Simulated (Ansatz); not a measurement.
Diatomic ZrN, multiplicity 2 (the spin of the measured ground state). No spin–orbit coupling.

The constants come from a fifth-degree fit in 1/R (seven points, main isotopes). In def2 and cc sets the state is the lowest found near the PBE0 minimum, followed along R.

The values were computed with Ansatz (Gaussian basis) for Hartree–Fock, density functionals and correlated methods. Each number belongs to the level named beside it. In def2 rows elements past Kr take small-core potentials, without spin–orbit coupling.

Energies at PBE/def2-TZVPP:

| R (Å) | E (hartree) |
|---|---|
| 1.560143 | -101.66451958 |
| 1.602083 | -101.67616229 |
| 1.640667 | -101.68270521 |
| 1.684284 | -101.68607125 |
| 1.727901 | -101.68588547 |
| 1.778228 | -101.68210564 |
| 1.836943 | -101.67393930 |

Question: With a reduced mass of 12.1160 u, find the minimum, the force constant and the constants.

Answer: A fifth-degree polynomial in 1/R puts the minimum at r_e = 1.7032 Å with force constant 744 N/m. Then ω_e = (1/2πc)√(k/μ) = 1021 cm⁻¹ and B_e = h/(8π²cμr_e²) = 0.4796 cm⁻¹; the cubic and quartic terms give α_e = 0.0022 and ω_e x_e = 3.4 cm⁻¹.

Ansatz is a program for electronic structure.
